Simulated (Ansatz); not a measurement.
C2H2F (SMILES [CH]=CF), doublet, geometry from GFN2-xTB; B2GP-PLYP/3-21G (Ansatz, a program for electronic structure).

The Ansatz input:
Ansatz 0.2 input:
```yaml
crystal:
  periodic: [false, false, false]
  atoms:
    - {symbol: C, position_ang: [0.03831317, 0.37748676, -0.00198934]}
    - {symbol: C, position_ang: [1.23935301, -0.08688495, -0.03729312]}
    - {symbol: F, position_ang: [-1.07331666, -0.38169762, 0.03330233]}
    - {symbol: H, position_ang: [-0.24782299, 1.43729641, 0.00433304]}
    - {symbol: H, position_ang: [2.24167587, 0.25437132, -0.06835927]}
basis:
  gaussian:
    orbitals: 3-21G.json
hamiltonian:
  xc: {name: B2GP-PLYP}
magnetization: {spin_polarized: true, initial_magnetization: 1}
```
The basis file holds 3-21G in the JSON format of the Basis Set Exchange.

What does Ansatz print? Leave out banner, timings and long lists.


```
Functional definition: B2GP-PLYP
384 factors; integrals over basis functions are off by at most 1.0e-3 eV
mean field evaluation 1: about -4782.0243 eV, gradient 1.4e1 eV
mean field evaluation 2: about -4782.2125 eV, gradient 1.4e1 eV
mean field evaluation 4: about -4783.3061 eV, gradient 1.9e0 eV
mean field evaluation 8: about -4783.3543 eV, gradient 4.7e-1 eV
mean field evaluation 16: about -4783.3745 eV, gradient 6.4e-3 eV
mean field -4783.37446093 eV, -175.7857691514 hartree, gradient 4.7e-6 eV, S^2 0.798894; 0 other end points of the search recorded, 0 dependent functions left out
3 core orbitals not correlated
reference -4783.37452357 eV, -175.7857714536 hartree; 9, 8 occupied and 19, 20 virtual orbitals, 384 factors
second order -8.62363674 eV of doubles, -0.00000000 eV of singles
Total energy: -4786.47903280 eV, -175.8998600634 hartree
```
